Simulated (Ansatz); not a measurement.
Geometry optimisation, Ansatz, RKS PBE/def2-SVPD.

Input:

```yaml
crystal:
  periodic: [false, false, false]
  atoms:
    - { symbol: "N", position_ang: [-0.192, -0.4031, 1.5855] }
    - { symbol: C, position_ang: [0.63, 0.2358, 0.8299] }
    - { symbol: "N", position_ang: [1.81134, 0.89279, 1.35635] }
    - { symbol: B, position_ang: [2.26757, 0.95637, 2.72367] }
    - { symbol: Cl, position_ang: [1.39085, 0.04106, 4.15012] }
    - { symbol: H, position_ang: [-0.1048, -0.4104, 2.6053] }
    - { symbol: H, position_ang: [0.39243, 0.32196, -0.25321] }
    - { symbol: H, position_ang: [2.38335, 1.46126, 0.60866] }
    - { symbol: H, position_ang: [3.23124, 1.47883, 3.03554] }
basis:
  gaussian: { orbitals: def2-SVPD }
hamiltonian:
  xc: pbe
relax:
  f_tol: 0.015
  max_steps: 40
output:
  orbitals: {}
```

Command:

```bash
$ ansatz run input.yaml --threads 2 --pin off --max-ram 3072MiB --backend cpu --events-out ev --progress --plain --runs-dir out
```

**Question.** Where does it end, and by what steps?

**Answer.** The run converged. After 8 steps the energy has fallen by 0.578 eV; H8 moved furthest, 0.19 Å.

```tsv
step	energy less start (eV)	largest force component (eV/Å)	accepted
0	0.0000	2.415	yes
1	-0.3883	1.246	yes
2	-0.5331	0.925	yes
3	-0.5663	0.449	yes
4	-0.5640	0.807	no
5	-0.5775	0.099	yes
6	-0.5777	0.060	yes
7	-0.5779	0.021	yes
8	-0.5779	0.008	yes
```

```xyz
9
Properties=species:S:1:pos:R:3
N -0.316 -0.426 1.469
C 0.595 0.250 0.889
N 1.749 0.860 1.439
B 2.283 0.935 2.748
Cl 1.509 0.176 4.156
H -0.151 -0.519 2.482
H 0.522 0.415 -0.204
H 2.308 1.345 0.733
H 3.311 1.539 2.929
```

The run took 24 s on 2 threads of Intel(R) Xeon(R) Platinum 8275CL CPU @ 3.00GHz (Skylake/Cascade Lake), with other jobs on the host, peak memory 0.19 GiB.
